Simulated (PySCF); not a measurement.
Gas-phase equilibrium of 1 mol H₂S, 0.36 mol SO₂ at 1800 K and 0.0100 bar, among 21 species (S₂O, SO₂, O₂, O, S₂, S₆, HO₂, H₂S₂, H₂O, H, H₂O₂, H₂S, O₃, SO, SH, H₂, S₈, S, SO₃, H₂SO₄, OH). Only gases are allowed; each row takes one source of thermochemistry for all species, and Cantera finds the minimum.

Method: PySCF energies (xtb for GFN2) plus ideal-gas RRHO corrections (1 bar). † marks an energy on the PBE0/def2-TZVP geometry and frequencies; other levels use their own. CCSD(T) freezes the core. 6-31G* has spherical d functions here. Open shells (unrestricted) among the columns below: O (multiplicity 3, electronic degeneracy 9), S₂ (multiplicity 3), H (multiplicity 2), SO (multiplicity 3), SH (multiplicity 2, electronic degeneracy 4), S (multiplicity 3, electronic degeneracy 9), OH (multiplicity 2, electronic degeneracy 4); the rest are closed-shell singlets. GFN2 has no spin-polarisation term. Spin-orbit splitting is ignored; it lowers the true energy and changes the entropy of O, SH, S, OH. CCSD(T) isn't extrapolated to the basis-set limit. The harmonic model lacks anharmonicity and excited electronic states, which grow with temperature; levels with a mode under 35 cm⁻¹ are left out. Warning, large T1 diagnostic: S₂O, SO₂ (CCSD(T)/def2-SVP†).

Molecules larger than those listed are left out.

Mole fractions:

```
thermochemistry         x S  x H₂   x H₂O    x S₂     x O    x SO₂      x H     x SO    x SH    x H₂S     x OH    x S₂O
------------------  -------  ----  ------  ------  ------  -------  -------  -------  ------  -------  -------  -------
CCSD(T)/def2-SVP†     0.069  0.18    0.35    0.30  7.4e-5  0.00093   0.0036    0.052   0.035    0.018   0.0014   1.8e-5
GFN2-xTB            0.00070  0.41    0.12    0.28  <1e-12     0.14  0.00031  0.00087   0.020    0.022   6.6e-8   0.0057
HF/6-31G*              0.42  0.25  0.0025  6.6e-5    0.21  4.9e-11    0.097   5.7e-5  0.0085  0.00012   0.0076   <1e-12
PBE0/def2-TZVP       0.0026  0.27    0.28    0.33  2.0e-6    0.038   0.0041    0.055  0.0100    0.015  0.00038  0.00045
r2SCAN/def2-TZVP†    0.0013  0.36    0.18    0.29  1.1e-6    0.068   0.0030    0.080  0.0068   0.0084  0.00033  0.00075
ωB97X-V/def2-TZVP†   0.0030  0.31    0.22    0.30  1.4e-6    0.063   0.0028    0.063   0.015    0.026  0.00028  0.00035
```
The most sensitive of these is O: it spans a factor of 10^11.3 over these rows; at this temperature one factor of ten is RT ln 10 = 34 kJ/mol.
